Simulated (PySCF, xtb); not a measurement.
HfO, SMILES [O]=[Hf], multiplicity 1.

xtb with GFN2-xTB at its own geometry gives an orbital gap of 1.59 eV and a dipole moment of 7.38 D.

The structure is a stationary point at PBE0-D3(BJ)/def2-TZVPD. The multiplicity is an assumed one; other spin states were not compared. The def2 effective core potentials stand for the cores of Hf; spin–orbit coupling is left out.

Question: What does r2SCAN/def2-TZVPD run with PySCF give? (An estimate is asked for; the answer gives what the named calculation found.)

Answer: gap 1.82 eV (levels -5.16 and -3.33 eV), dipole 3.22 D.
